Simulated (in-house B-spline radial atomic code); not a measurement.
A fraction x of an electron is removed from 4d in the ruthenium ion Ru²⁺, starting from [Kr] 4d6 and keeping the highest spin. All numbers are computed (scalar-relativistic (X2C) LDA exchange-only, spin-polarised, spherical fractional occupations; Fermi nucleus of rms radius 4.4809 fm) with an all-electron radial atomic-structure program (B-spline basis), not measured.

| x | E(x) - E(0) (eV) | 4d down level (eV) |
| --- | --- | --- |
| 0 | 0.0000 | -20.916 |
| 0.11 | 2.3707 | -22.190 |
| 0.17 | 3.7231 | -22.892 |
| 0.37 | 8.5379 | -25.265 |
| 0.38 | 8.7911 | -25.385 |
| 0.5 | 11.9241 | -26.834 |
| 0.52 | 12.4632 | -27.077 |
| 0.66 | 16.3738 | -28.792 |
| 0.78 | 19.9179 | -30.279 |
| 0.94 | 24.9224 | -32.282 |
| 1 | 26.8820 | - |

The exact functional would give a straight line between the two integer points. Deviations E(x) - E(0) - x[E(1) - E(0)], in eV: -0.586 at x = 0.11, -0.847 at x = 0.17, -1.408 at x = 0.37, -1.424 at x = 0.38, -1.517 at x = 0.5, -1.515 at x = 0.52, -1.368 at x = 0.66, -1.05 at x = 0.78, -0.347 at x = 0.94.

The curve lies below the straight line by up to 1.517 eV (at x = 0.5): convex, the delocalisation error that favours fractional charges.

**Question.** How well does Slater's transition state (minus the level at half occupation) give the ionisation energy?

**Answer.** It gives 26.834 eV against 26.882 eV from the two total energies; NIST lists 28.47 eV, ground level to ground level.
